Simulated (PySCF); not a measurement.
Correlation energy of P²⁺ (phosphorus, charge +2)

[Ne] 3s2 3p1, 2P determinant. Computed with PySCF 2.14 in x2c-TZVPPall (5s5p3d1f, 42 functions), with scalar relativity by spin-free X2C-1e. Frozen: [Ne]; 3 electrons correlated.

```csv
level,correlation energy (mhartree)
CCSD,-64.41
(T),-1.03
CCSD(T),-65.44
CCSDT,-65.83
```

Diagnostics: T1 = 0.012, D1 = 0.0270, largest double amplitude 0.108.

**Question.** Is a single reference adequate?

**Answer.** Mostly. T1 lies below 0.03, but a double amplitude of this size points to a near-degeneracy that CCSD handles and MP2 describes poorly.
